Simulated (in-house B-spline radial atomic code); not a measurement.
**How G0W0 and RPA depend on the start: Sb⁴⁺**

Configuration [Kr] 4d10 5s1, highest spin. Computed with an all-electron radial atomic-structure program (B-spline basis): all electrons, scalar-relativistic (spin-free one-electron X2C), finite nucleus, each spin shell either full or empty, empty states to l = 9 with an (l + 1/2)⁻⁴ tail; G0W0 by contour deformation at full frequency.

RPA overbinds a lone outer s electron by self-correlation, and G0W0 tends to as well.

```json
{"start": "Hartree-Fock", "mean-field 5s up (eV)": "-53.60", "G0W0 (eV)": "-55.38", "QP weight": "0.980", "RPA correlation (Eh)": "-3.4696"}
{"start": "LDA VWN5", "mean-field 5s up (eV)": "-50.82", "G0W0 (eV)": "-55.90", "QP weight": "0.965", "RPA correlation (Eh)": "-3.7576"}
{"start": "PBE", "mean-field 5s up (eV)": "-50.33", "G0W0 (eV)": "-55.82", "QP weight": "0.965", "RPA correlation (Eh)": "-3.7517"}
{"start": "PBE0", "mean-field 5s up (eV)": "-51.34", "G0W0 (eV)": "-55.69", "QP weight": "0.970", "RPA correlation (Eh)": "-3.6737"}
{"start": "r2SCAN", "mean-field 5s up (eV)": "-50.46", "G0W0 (eV)": "-55.76", "QP weight": "0.968", "RPA correlation (Eh)": "-3.7004"}
{"start": "HSE06", "mean-field 5s up (eV)": "-51.00", "G0W0 (eV)": "-55.72", "QP weight": "0.969", "RPA correlation (Eh)": "-3.6797"}
{"start": "B3LYP (VWN-RPA)", "mean-field 5s up (eV)": "-51.41", "G0W0 (eV)": "-55.77", "QP weight": "0.969", "RPA correlation (Eh)": "-3.6909"}
{"start": "SCAN", "mean-field 5s up (eV)": "-50.70", "G0W0 (eV)": "-55.78", "QP weight": "0.967", "RPA correlation (Eh)": "-3.699"}
{"start": "TPSS", "mean-field 5s up (eV)": "-50.05", "G0W0 (eV)": "?", "QP weight": "?", "RPA correlation (Eh)": "?"}
{"start": "BHandHLYP", "mean-field 5s up (eV)": "-52.44", "G0W0 (eV)": "?", "QP weight": "?", "RPA correlation (Eh)": "?"}
{"start": "CAM-B3LYP", "mean-field 5s up (eV)": "-53.05", "G0W0 (eV)": "-55.71", "QP weight": "0.973", "RPA correlation (Eh)": "-3.6602"}
{"start": "LC-wPBE", "mean-field 5s up (eV)": "-54.22", "G0W0 (eV)": "-55.63", "QP weight": "0.976", "RPA correlation (Eh)": "-3.6627"}
{"start": "wB97X", "mean-field 5s up (eV)": "-53.51", "G0W0 (eV)": "-55.58", "QP weight": "0.976", "RPA correlation (Eh)": "-3.6462"}
{"start": "PBEsol", "mean-field 5s up (eV)": "-50.40", "G0W0 (eV)": "-55.85", "QP weight": "0.965", "RPA correlation (Eh)": "-3.7539"}
{"start": "BLYP", "mean-field 5s up (eV)": "-50.45", "G0W0 (eV)": "-55.88", "QP weight": "0.965", "RPA correlation (Eh)": "-3.7537"}
{"start": "r2SCAN0", "mean-field 5s up (eV)": "-51.52", "G0W0 (eV)": "-55.66", "QP weight": "0.972", "RPA correlation (Eh)": "-3.6396"}
{"start": "LDA exchange-only", "mean-field 5s up (eV)": "-49.68", "G0W0 (eV)": "-55.96", "QP weight": "0.965", "RPA correlation (Eh)": "-3.7568"}
```

Problem. What G0W0 level, weight and RPA correlation energy follow from the TPSS start?

Solution. G0W0 level -55.80 eV, weight 0.966, RPA correlation -3.737 hartree.

Problem. What G0W0 level, weight and RPA correlation energy follow from the BHandHLYP start?

Solution. G0W0 level -55.62 eV, weight 0.974, RPA correlation -3.6025 hartree.

Problem. How much of the dependence on the start does G0W0 remove?

Solution. The mean-field levels span 4.53 eV and the G0W0 levels 0.576 eV. Against 55 ± 0.1 eV (NIST, semi-empirical) the G0W0 removal energies are off by +0.38 to +0.96 eV, with spin-orbit coupling, Breit and QED terms left out.
